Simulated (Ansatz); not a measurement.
Isolated molecules relaxed with PBE0-D4/def2-TZVP in Ansatz; ΔE leaves out vibrations. CCSD(T)/CBS adds triple-zeta CCSD(T) − MP2 to the extrapolated MP2 energy (def2 sets, frozen cores). Functionals use def2-TZVPP. For Ge outer-core shells are correlated without core-valence functions, which leaves a few kJ/mol of doubt a bond. Scalar relativity is left out up to krypton. Each species was taken in one conformer, which may not be the lowest.

Reaction (formal exchange of groups at the Si–C bond): `NC([SiH3])S` + `C[NH][GeH3]` → `C[NH][GeH2][SiH3]` + `NCS`

| level | ΔE (kJ/mol) |
| --- | --- |
| ωB97X-V | -18.2 |
| PBE | -29.3 |
| r2SCAN | -22.8 |
| MP2/def2-TZVPP | -12.9 |
| SCS-MP2/def2-TZVPP | -13.7 |
| MP2/def2-QZVPP | -12.7 |
| HF/CBS(def2) | -18.5 |
| MP2/CBS(def2) | -12.8 |

Task: What does CCSD(T)/CBS give? (Best estimate.)

Result: Computed: -18.7 kJ/mol. The listed levels differ from it by 0.5, -10.6, -4.1, 5.8, 5.0, 6.0, 0.2, 5.9 kJ/mol.

Largest T1 diagnostic among the species: 0.012.

The D4 term adds +3.7 kJ/mol with B3LYP and +1.5 kJ/mol with PBE0; it sums over pairs of atoms, weighted by their polarisabilities, and B3LYP, whose exchange is more repulsive, gets the larger term.

B3LYP here is the variant with VWN-RPA as its local correlation; programs differ in this.
